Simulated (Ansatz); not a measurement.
# A barrier at the coupled-cluster level

Start structure (Si$_{3}$H$_{7}$F, closed shell), relaxed at PBE0-D4/def2-TZVP:

```xyz
11
angstrom
Si -1.5182 -1.2173 0.3278
Si 0.2741 -0.2894 -0.8657
F 1.3572 -1.4401 -1.1902
H -0.2176 0.2361 -2.1708
Si 1.3072 1.4402 0.3337
H -2.5160 -0.1379 0.5638
H -2.1648 -2.3191 -0.4332
H -1.0545 -1.7369 1.6415
H 0.2911 2.5033 0.5657
H 1.7910 0.9443 1.6493
H 2.4505 2.0171 -0.4219
```

The step: Si₃H₇F ([F][SiH]([SiH3])[SiH3]) → Si₂H₄ ([SiH][SiH3]) + SiH₃F ([F][SiH3]); bonds formed: Si1–F3; bonds broken: Si1–Si2, Si2–F3. Program: Ansatz 0.2.0. Basis: def2-TZVPP and def2-QZVPP. Cores are frozen in the correlated methods. Extrapolation: Hartree–Fock as exp(−7.88 √X), correlation as X^−2.97. Energies below are by CCSD(T) at an estimated basis limit (MP2 extrapolated from triple and quadruple zeta, plus CCSD(T) − MP2 in triple zeta).

What are the electronic barrier and the energy of the step, from the start structure to the end structure? (To be estimated.)

The calculation gives: Barrier 221.9 kJ/mol; step energy 194.6 kJ/mol (uphill); reverse barrier, their difference, 27.3 kJ/mol. Barrier and step energy count from the start structure, the reverse barrier from the end structure.

The saddle point: One imaginary mode of 225i cm⁻¹.
| pair | start (Å) | saddle (Å) | end (Å) |
| --- | --- | --- | --- |
| Si1–F3 | 3.26 | 1.80 | 1.65 |
| Si1–Si2 | 2.34 | 2.54 | 3.17 |
| Si2–F3 | 1.61 | 1.90 | 2.21 |

Zero-point energy (harmonic, PBE0-D4): ZPE is 160.4 kJ/mol at the start and 157.3 kJ/mol at the saddle, so the barrier goes from 221.9 to 218.8 kJ/mol.

First-order rate constant out of the start structure at 298 K by transition-state theory, with harmonic vibrational free energies alone and no tunnelling: ΔA‡ = 219.5 kJ/mol, so k = (kB T/h) exp(−ΔA‡/kB T) ≈ 10^-26 s⁻¹ (an order of magnitude at best: rotation, the number of equivalent paths and anharmonicity are left out).

The T1 diagnostic stays at or below 0.015.

Losses and insertions of silylenes and their heavier kin drive the gas-phase chemistry of silicon and germanium vapour deposition.

Labels in which every atom is bracketed show which atoms are joined, not bond orders.

For scale, one of the runs: CCSD(T)/def2-TZVPP, 255 basis functions, launched by `ansatz run in.yaml --threads 4 --pin off --events-out ev --progress --plain --max-ram 9574MiB`. Time: 2.1 min of wall clock on 4 CPU threads of an Intel Xeon; the host was shared. Peak host memory: 5.1 GiB.
